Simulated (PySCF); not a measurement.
**Magnetic susceptibility: `C(#N)[C@@H]1C=C[S@](=O)CC1`, C$_{6}$H$_{7}$NOS**

Geometry:
```csv
atom,x (Å),y (Å),z (Å)
N1,1.799,-0.851,2.410
C2,1.471,-0.801,1.317
C3,1.033,-0.724,-0.064
C4,1.214,0.704,-0.510
C5,0.241,1.530,-0.842
S6,-1.531,1.129,-0.900
O7,-2.199,2.268,-0.276
C8,-1.394,-0.218,0.370
C9,-0.410,-1.234,-0.175
H10,1.701,-1.370,-0.649
H11,2.242,1.048,-0.502
H12,0.431,2.552,-1.130
H13,-1.076,0.220,1.315
H14,-2.390,-0.642,0.487
H15,-0.641,-1.422,-1.227
H16,-0.498,-2.181,0.364
```

Computed with PySCF 2.14.0, GIAO B97-2/pcSseg-1 magnetisability, rotational g tensor and spin-rotation constants, non-relativistic, gas phase. Geometry: GFN2-xTB.

(1) What are the magnetisability and the molar susceptibility?

(2) Split it along the inertial axes a, b, c into diamagnetic and paramagnetic parts about the centre of mass, with the quadrupole moment.

(3) And the rotational g tensor?

Answers

(1) Isotropic -1255 × 10⁻³⁰ J/T², or -75.6 × 10⁻⁶ cm³/mol; principal values -1344, -1262, -1159 × 10⁻³⁰ J/T², anisotropy 160 × 10⁻³⁰ J/T² (root of half the summed squared differences of the principal values). The susceptibility is in cgs units.

(2) 
```tsv
axis	χ (10⁻⁶ cm³/mol)	diamagnetic (10⁻⁶ cm³/mol)	paramagnetic (10⁻⁶ cm³/mol)	summed x² of all electrons (Å²)	quadrupole Θ (D Å)
a	-75.8	-528.6	452.8	254.2	-21.18
b	-70.6	-1296.0	1225.4	73.3	+18.95
c	-80.3	-1389.2	1308.9	51.3	+2.22
```
Anisotropies 2χaa − χbb − χcc = -0.7 and 2χbb − χaa − χcc = +15.0 × 10⁻⁶ cm³/mol. Θ is traceless in Buckingham's convention.

(3) 
| axis | rotational constant (GHz) | g | nuclear part | electronic part |
| --- | --- | --- | --- | --- |
| a | 2.9716 | -0.0377 | 0.5944 | -0.6321 |
| b | 0.9483 | -0.0249 | 0.5211 | -0.5460 |
| c | 0.8885 | -0.0151 | 0.5312 | -0.5463 |

Asymmetric top; isotopes 12C, 1H, 14N, 16O, 32S; no vibrational averaging.
